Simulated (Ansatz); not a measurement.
Isomers of C2H3ClGe, relaxed with PBE0-D4/def2-TZVP in Ansatz; electronic energies, one conformer each and not always the lowest. Functionals use def2-TZVPP; CBS adds triple-zeta CCSD(T) − MP2 to the MP2 limit of def2-TZVPP and def2-QZVPP.

Outer-core shells of Ge are correlated without core-valence functions. Scalar relativity is left out up to krypton. Spin–orbit coupling is left out.

Task: Order them by energy at frozen-core CCSD(T)/CBS, lowest first. (Estimate.)
A. `[Cl][GeH]1[CH]=[CH]1`
B. `Cl[C]1=[CH][GeH2]1`
C. `C#[C][GeH2][Cl]`

Result: C (0.0 kcal/mol), A (12.1 kcal/mol), B (41.4 kcal/mol).

Task: How do MP2/CBS(def2), HF/CBS(def2), PBE-D4, PBE0-D4 place them (kcal/mol, against `C#[C][GeH2][Cl]`)? (Best estimate.)

Result: The calculation gave: 
```csv
isomer,MP2/CBS(def2),HF/CBS(def2),PBE-D4,PBE0-D4
`[Cl][GeH]1[CH]=[CH]1`,12.4,19.8,7.3,7.7
`Cl[C]1=[CH][GeH2]1`,41.6,53.5,32.6,35.3
```
